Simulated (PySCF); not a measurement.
## Where the electron goes

Compound: 2-ethylpyridine, C7H9N.
Z-matrix (Å and degrees, GFN2-xTB geometry), rows numbered from 1:
```
C 
C   1  1.5298
C   2  1.5008  1  110.14
C   3  1.3930  2  121.30  1   -85.09
C   4  1.3832  3  118.95  2   178.33
C   5  1.3866  4  118.77  3    -0.27
C   6  1.3856  5  117.95  4     0.07
N   7  1.3208  6  123.49  5     0.16
H   1  1.0875  2  110.35  3  -179.51
H   1  1.0873  2  109.91  3   -59.53
H   1  1.0883  2  110.59  3    60.27
H   2  1.0901  1  109.34  3   119.39
H   2  1.0917  1  109.59  3  -121.04
H   4  1.0799  3  120.10  2    -1.91
H   5  1.0810  4  120.61  3   179.75
H   6  1.0787  5  121.24  4   179.96
H   7  1.0828  6  121.12  5  -179.97
```

Method used: TDDFT PBE0/def2-SVPD, vertical, gas phase, core orbitals frozen in the response (PySCF 2.14.0, density-fitted response routines).

Kohn–Sham orbitals with the atoms that hold most of them (Löwdin shares over 4%, at most four atoms; ? is withheld):

```csv
orbital,ε (eV),atoms
LUMO+2,0.84,"C5 12%, C4 11%, H14 11%, C1 10%"
LUMO+1,-0.38,"C3 19%, C6 19%, C7 16%, C4 15%"
LUMO,?,"C5 25%, N8 22%, C7 13%, C4 13%"
HOMO,-7.26,?
HOMO-1,-7.36,?
HOMO-2,-8.29,"C5 27%, N8 25%, C4 16%, C6 11%"
HOMO-3,-9.70,"C2 26%, C1 23%, H13 11%, H12 10%"
```

(1) Which atoms hold the HOMO, and with what shares?

(2) Which atoms hold the HOMO-1, and with what shares?

(3) What is the LUMO energy, and the HOMO–LUMO gap?

## Answers

(1) N8 (bonded to 2 C) 54%; C7 (bonded to C, N and H) 11%; C3 (bonded to 2 C and N) 10%; C4 (bonded to 2 C and H) 6%. By element: nitrogen 54%, carbon 27% or more.

(2) C6 (bonded to 2 C and H) 20%; C4 (bonded to 2 C and H) 18%; C3 (bonded to 2 C and N) 17%; C7 (bonded to C, N and H) 17%.

(3) ε(LUMO) = -0.70 eV; the gap is 6.56 eV (0.2409 hartree).

Task: The HOMO–LUMO gap is 6.56 eV. Where does the response calculation put the lowest singlet, and from which orbitals?

Result: S1 is at 4.89 eV (f = 0.0037), 1.67 eV below the gap, made of HOMO→LUMO (94%). 

Task: Give energy, strength and leading configuration of S1, S2, S3 and S4, and follow the Löwdin shares of the leading atoms from the occupied to the empty orbital.

Result: 
- S1 (4.89 eV, f 0.0037), HOMO→LUMO (94%): N8 54% → 22%, C7 11% → 13%, C5 at most 6% → 25%
- S2 (5.18 eV, f 0.0004), HOMO→LUMO+1 (94%): N8 54% → at most 16%, C7 11% → 16%, C3 10% → 19%, C6 at most 6% → 19%
- S3 (5.55 eV, f 0.059), HOMO-1→LUMO (75%): C6 20% → at most 13%, C4 18% → 13%, C5 at most 17% → 25%, N8 at most 17% → 22%
- S4 (6.30 eV, f 0.082), HOMO-1→LUMO+1 (73%): C6 20% → 19%, C4 18% → 15%, C3 17% → 19%

Time: 48 s wall. Hardware: Arm Neoverse V1, one thread, no GPU (shared host).

One conformer stands for the species.
